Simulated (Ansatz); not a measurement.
Start from `[SiH3]BB1CC1` and change one atom or group to get `CCB1CC1`.

Ansatz, PBE0-D4/def2-TZVP geometries, multiplicity 1. Each molecule was computed in one conformer, which needn't be the lowest.

```csv
property,`[SiH3]BB1CC1`
HOMO energy (B3LYP/def2-TZVPP) / eV,-7.20
HOMO–LUMO gap (PBE/def2-TZVPP) / eV,3.51
LUMO energy (PBE/def2-TZVPP) / eV,-2.82
size of the dipole moment (ωB97M-V/def2-TZVPP) / D,1.22
LUMO energy (PBE0/def2-TZVPP) / eV,-1.98
HOMO–LUMO gap (B3LYP/def2-TZVPP) / eV,5.07
```

Question: Give the same properties after the change, and the shifts. (An estimate is asked.)

Answer: Computed: 
```tsv
property	`CCB1CC1`	shift
HOMO energy (B3LYP/def2-TZVPP) / eV	-6.72	0.48
HOMO–LUMO gap (PBE/def2-TZVPP) / eV	3.92	0.41
LUMO energy (PBE/def2-TZVPP) / eV	-1.71	1.11
size of the dipole moment (ωB97M-V/def2-TZVPP) / D	0.62	-0.60
LUMO energy (PBE0/def2-TZVPP) / eV	-0.69	1.29
HOMO–LUMO gap (B3LYP/def2-TZVPP) / eV	5.80	0.73
```

With PBE0 the HOMO rises by 0.49 eV and the LUMO rises by 1.29 eV, so the gap widens by about 0.80 eV. PBE moves the HOMO by 0.70 eV and ωB97M-V by 0.35 eV. Dipoles are sizes alone; their direction can turn.

B3LYP here is the variant with VWN-RPA as its local correlation; programs differ in this.
